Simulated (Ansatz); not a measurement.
ClF3Hf (`[F][Hf]([F])([F])[Cl]`), relaxed with RKS PBE-D4/def2-SVP in Ansatz 0.2.0 from a rough embedded geometry. The force threshold is 0.03 eV/Å; the program also tests the step.

Charge 0, multiplicity 1. Hf: def2 effective core potential.

Start:

```xyz
5

F    -0.206    2.093    0.885
Hf    0.140    0.068   -0.076
F     1.130    0.134   -1.985
F     0.969   -1.048    1.919
Cl   -2.034   -1.247   -0.743
```

Q: How much energy does the relaxation release, and in how many steps? (Estimate.)

A: Computed: 4.37 eV, in 5 steps.

Q: Which bonds change most? (An estimate is asked.)

A: Ansatz gave: Hf2–F4 from 2.432 to 1.910 Å; F1–Hf2 from 2.268 to 1.910 Å; Hf2–Cl5 from 2.626 to 2.357 Å; Hf2–F3 from 2.152 to 1.910 Å.

Q: Give the relaxed structure. (Best estimate.)

A: Computed: 
```xyz
5

F    -0.292    1.808    0.635
Hf    0.068    0.037    0.019
F     1.209    0.131   -1.510
F     0.963   -0.932    1.401
Cl   -1.948   -1.044   -0.546
```
